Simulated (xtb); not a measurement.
CCl3, doublet, from a rough starting geometry; GFN2-xTB (xtb 6.7.1).

Input for xtb:
```
$ xtb mol.xyz --gfn 2 --uhf 1 --opt vtight --json

# file mol.xyz
4

Cl    -1.12522208    -1.24484134    -0.02732261
C     -0.01337694     0.02147241     0.27392249
Cl     1.66128725    -0.31168211    -0.10836453
Cl    -0.60043365     1.57912452    -0.13305056
```

The log (banner, timings and long lists left out):

```
   ID    Z sym.   atoms
    1   17 Cl     1, 3, 4
    2    6 C      2

           -------------------------------------------------
          |                Calculation Setup                |
           -------------------------------------------------

           -------------------------------------------------
          |                 G F N 2 - x T B                 |
           -------------------------------------------------

          ...................................................
          :                      SETUP                      :
          :.................................................:
          :  # basis functions                  34          :
          :  # atomic orbitals                  31          :
          :  # shells                           11          :
          :  # electrons                        25          :
          :  max. iterations                   250          :
          :  Hamiltonian                  GFN2-xTB          :
          :  restarted?                      false          :
          :  GBSA solvation                  false          :
          :  PC potential                    false          :
          :  electronic temp.          300.0000000     K    :
          :  accuracy                    1.0000000          :
          :  -> integral cutoff          0.2500000E+02      :
          :  -> integral neglect         0.1000000E-07      :
          :  -> SCF convergence          0.1000000E-05 Eh   :
          :  -> wf. convergence          0.1000000E-03 e    :
          :  Broyden damping             0.4000000          :
          :  net charge                          0          :
          :  unpaired electrons                  1          :
          ...................................................

 iter      E             dE          RMSdq      gap      omega  full diag
   1    -15.7162367 -0.157162E+02  0.429E+00    3.53       0.0  T
   2    -15.7297688 -0.135321E-01  0.309E+00    3.86       1.0  T
   3    -15.7368501 -0.708136E-02  0.160E+00    3.71       1.0  T
   4    -15.7380148 -0.116462E-02  0.122E-01    3.76       1.0  T
   5    -15.7380305 -0.157434E-04  0.100E-01    3.75       1.0  T
   6    -15.7380562 -0.256861E-04  0.367E-02    3.76       1.4  T
   7    -15.7380589 -0.274525E-05  0.231E-02    3.77       2.2  T
   8    -15.7380602 -0.131415E-05  0.137E-02    3.77       3.7  T
   9    -15.7380606 -0.376791E-06  0.944E-03    3.77       5.3  T
[...]
         :: total energy             -15.720370574967 Eh    ::
 * total energy  :   -15.7203706 Eh     change       -0.1521627E-10 Eh
 * total energy  :   -15.7209299 Eh     change       -0.5593164E-03 Eh
 * total energy  :   -15.7210860 Eh     change       -0.1561396E-03 Eh
 * total energy  :   -15.7211052 Eh     change       -0.1916892E-04 Eh
 * total energy  :   -15.7211165 Eh     change       -0.1134503E-04 Eh
 * total energy  :   -15.7211195 Eh     change       -0.2991842E-05 Eh
 * total energy  :   -15.7211202 Eh     change       -0.6476136E-06 Eh
 * total energy  :   -15.7211202 Eh     change       -0.2249486E-07 Eh
   *** GEOMETRY OPTIMIZATION CONVERGED AFTER 8 ITERATIONS ***
         :: total energy             -15.721120207252 Eh    ::
[...]
        23                         -0.0227139              -0.6181
        24                         -0.0227134              -0.6181
       ...                                ...                  ...
        31                          0.1923138               5.2331
      -------------------------------------------------------------
                  HL-Gap            0.1385797 Eh            3.7709 eV
             Fermi-level           -0.3518580 Eh           -9.5745 eV

     #   Z          covCN         q      C6AA      α(0)
     1  17 Cl       1.178    -0.047   100.662    15.350
     2   6 C        2.674     0.142    24.893     8.164
     3  17 Cl       1.178    -0.047   100.663    15.350
     4  17 Cl       1.178    -0.047   100.662    15.350

 Mol. C6AA /au·bohr⁶  :       1230.916972
 Mol. C8AA /au·bohr⁸  :      48943.426678
 Mol. α(0) /au        :         54.213582

Wiberg/Mayer (AO) data.
largest (>0.10) Wiberg bond orders for each atom

 ---------------------------------------------------------------------------
     #   Z sym  total        # sym  WBO       # sym  WBO       # sym  WBO
 ---------------------------------------------------------------------------
     1  17 Cl   1.290 --     2 C    1.127
     2   6 C    3.382 --     1 Cl   1.127     4 Cl   1.127     3 Cl   1.127
     3  17 Cl   1.290 --     2 C    1.127
     4  17 Cl   1.290 --     2 C    1.127
 ---------------------------------------------------------------------------

Topologies differ in total number of bonds
Writing topology from bond orders to xtbtopo.mol

molecular dipole:
                 x           y           z       tot (Debye)
 q only:        0.002       0.003       0.091
   full:       -0.002      -0.003      -0.101       0.258
molecular quadrupole (traceless):
                xx          xy          yy          xz          yz          zz
 q only:       -0.370       0.001      -0.368       0.015       0.041       0.739
  q+dip:       -0.346       0.001      -0.346       0.024       0.032       0.691
   full:       -0.123       0.000      -0.124       0.012       0.010       0.247

optimized geometry written to: xtbopt.xyz

           -------------------------------------------------
          | TOTAL ENERGY              -15.721120207252 Eh   |
          | GRADIENT NORM               0.000009012272 Eh/α |
          | HOMO-LUMO GAP               3.770944992847 eV   |
           -------------------------------------------------

normal termination of xtb
```
